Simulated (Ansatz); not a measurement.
Geometry optimisation, Ansatz 0.2.0, RKS B3LYP/6-31G.

The input (input.yaml):

```yaml
crystal:
  periodic: [false, false, false]
  atoms:
    - { symbol: Si, position_ang: [0.0, 0.0, 0.0] }
    - { symbol: Si, position_ang: [0.0, 0.0, 2.22] }
    - { symbol: H, position_ang: [-1.3148, -0.4067, 2.7074] }
    - { symbol: H, position_ang: [1.0096, -0.9353, 2.7074] }
    - { symbol: H, position_ang: [0.3052, 1.342, 2.7074] }
    - { symbol: C, position_ang: [1.7634, 0.0, -0.6227] }
    - { symbol: H, position_ang: [2.1111, -1.0463, -0.7509] }
    - { symbol: H, position_ang: [1.8119, 0.5276, -1.5981] }
    - { symbol: H, position_ang: [2.4154, 0.5187, 0.1108] }
    - { symbol: C, position_ang: [-0.8808, 1.5259, -0.6227] }
    - { symbol: H, position_ang: [-1.9334, 1.2723, -0.8671] }
    - { symbol: H, position_ang: [-0.8624, 2.3106, 0.1622] }
    - { symbol: H, position_ang: [-0.3704, 1.9025, -1.5336] }
    - { symbol: H, position_ang: [-0.6877, -1.1914, -0.4862] }
basis:
  gaussian: { orbitals: "6-31G" }
hamiltonian:
  xc: b3lyp
relax:
  f_tol: 0.02
  max_steps: 40
```

Command:

```bash
$ ansatz run input.yaml --threads 1 --pin off --max-ram 2048MiB --backend cpu --events-out ev --progress --plain --runs-dir out
```

Task: Where does it end, and by what steps?

Result: The forces met the threshold. The force dipped under the threshold on the way, but the program's further checks kept it going. Limits of this set-up: no polarisation functions. After 12 steps the energy has fallen by 0.454 eV; H13 moved furthest, 0.65 Å.

| step | energy less start (eV) | largest force component (eV/Å) | accepted |
| --- | --- | --- | --- |
| 0 | 0.0000 | 1.034 | yes |
| 1 | -0.3668 | 0.725 | yes |
| 2 | -0.4090 | 0.352 | yes |
| 3 | -0.4404 | 0.079 | yes |
| 4 | -0.4495 | 0.021 | yes |
| 5 | -0.4416 | 0.421 | no |
| 6 | -0.4517 | 0.059 | yes |
| 7 | -0.4518 | 0.155 | yes |
| 8 | -0.4535 | 0.021 | yes |
| 9 | -0.4536 | 0.014 | yes |
| 10 | -0.4538 | 0.012 | yes |
| 11 | -0.4540 | 0.014 | yes |
| 12 | -0.4540 | 0.018 | yes |

```xyz
14
Properties=species:S:1:pos:R:3
Si 0.043 0.030 -0.059
Si -0.073 -0.141 2.309
H -1.496 -0.258 2.789
H 0.678 -1.347 2.811
H 0.527 1.072 2.974
C 1.875 0.105 -0.646
H 2.426 -0.784 -0.324
H 1.921 0.159 -1.740
H 2.378 0.988 -0.238
C -0.933 1.570 -0.679
H -1.982 1.521 -0.370
H -0.499 2.492 -0.278
H -0.901 1.623 -1.773
H -0.597 -1.209 -0.642
```

Whether the end is a true minimum wasn't checked by a vibrational analysis.

Time of the run: 46 s on 1 thread of Arm Neoverse V2, on a shared host, peak memory 0.15 GiB.
